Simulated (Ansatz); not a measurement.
Consider the ligand exchange at the Si–O bond: `O[SiH2]O[SiH](F)F` + `O[SiH](Cl)Cl` → `O[SiH2]O[SiH](Cl)Cl` + `O[SiH](F)F`.

Computed with Ansatz on PBE0-D4/def2-TZVP structures; ΔE is electronic, products minus reactants. CCSD(T)/CBS adds triple-zeta CCSD(T) − MP2 to the extrapolated MP2 energy (def2 sets, frozen cores). This one scheme is used for every species. Functionals use def2-TZVPP. B3LYP here is the variant with VWN-RPA as its local correlation; programs differ in this. Each species was taken in one conformer, which may not be the lowest.

```tsv
level	ΔE (kcal/mol)	difference from CCSD(T)/CBS
PBE-D4	-0.4	0.0
r2SCAN-D4	-0.2	0.2
PBE0-D4	-0.4	0.0
B3LYP-D4	-0.5	-0.1
ωB97X-V	-0.4	0.0
ωB97M-V	-0.5	-0.1
B2PLYP	0.1	0.5
PBE	0.3	0.7
r2SCAN	0.0	0.4
PBE0	0.3	0.7
B3LYP	0.6	1.0
HF/def2-TZVPP	0.7	1.1
MP2/def2-TZVPP	-0.6	-0.2
SCS-MP2/def2-TZVPP	-0.4	0.0
CCSD/def2-TZVPP	-0.2	0.2
CCSD(T)/def2-TZVPP	-0.4	0.0
HF/def2-QZVPP	0.8	1.2
MP2/def2-QZVPP	-0.6	-0.2
SCS-MP2/def2-QZVPP	-0.3	0.1
HF/CBS(def2)	0.8	1.2
MP2/CBS(def2)	-0.6	-0.2
CCSD/CBS(def2)	-0.2	0.2
CCSD(T)/CBS	-0.4	0
```

Largest T1 diagnostic among the species: 0.012.

The D4 term adds −1.1 kcal/mol with B3LYP and −0.6 kcal/mol with PBE0; it sums over pairs of atoms, weighted by their polarisabilities, and B3LYP, whose exchange is more repulsive, gets the larger term. In def2-TZVPP, CCSD(T) changes the Hartree–Fock value by −1.2 kcal/mol (the triples alone add −0.2 kcal/mol) and MP2 by −1.3 kcal/mol.
